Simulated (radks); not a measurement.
Numerical settings for neutral potassium, [Ar] 4s1. All-electron calculation, non-relativistic Kohn-Sham, r2SCAN, spin-polarised, spherical densities, point nucleus; open shells are filled with parallel spins first; meta-GGA in the generalised Kohn-Sham scheme. Program: a radial shooting solver on a logarithmic mesh with Libxc functionals. The defaults (mesh step 0.008 in ln r, mesh end at 40 bohr or more with all orbitals vanishing there, Anderson mixing 0.5 over 9 steps, residual threshold near 1e-9 with the energy settled to 1e-9 hartree or 1e-11 of itself, here a cap of 77 iterations) give E = -599.888 hartree and 4s at -2.585 eV in 14 iterations. Run on one thread of a shared host, so times are rough (Arm Neoverse N1): 0.19 s of CPU time, 0.19 s wall, 14 iterations on 2669 mesh points. Changes against that run (0 stands for a change within the tolerance of the run):

setting                    iterations         converged  E (mhartree)  e(4s) (meV)  CPU (s)
mesh step in ln r 0.03             13               yes      +0.00677       -0.146     0.07
mesh step in ln r 0.12              2                no      diverged            -     0.01
mesh step in ln r 0.05             12               yes        +0.706        -0.39     0.04
mesh end (bohr) 3                  10  level above zero     +1.79e+03    +4.22e+04     0.11
mesh end (bohr) 2                  10  level above zero     +1.01e+04    +1.62e+05     0.11
residual threshold 1e-16           77                no             0            0     0.68
residual threshold 0.01             9               yes             0       -0.249     0.14
mixing 0.05                        26               yes             0      +0.0043     0.32
linear mixing, mixing 0.5          32               yes             0            0     0.35
linear mixing, mixing 1            33               yes             0            0     0.38
mixing history 20                  14               yes             0            0     0.19
iteration cap 3                     3                no         +0.49          +56     0.06

Settled on a wrong energy, with an occupied level pushed above zero by the early mesh end: mesh end (bohr) 3 (+1.79 hartree); mesh end (bohr) 2 (+10.1 hartree). Apart from these: no run marked as converged misses the energy by more than 1 mhartree. A mesh that ends early acts as a hard wall.
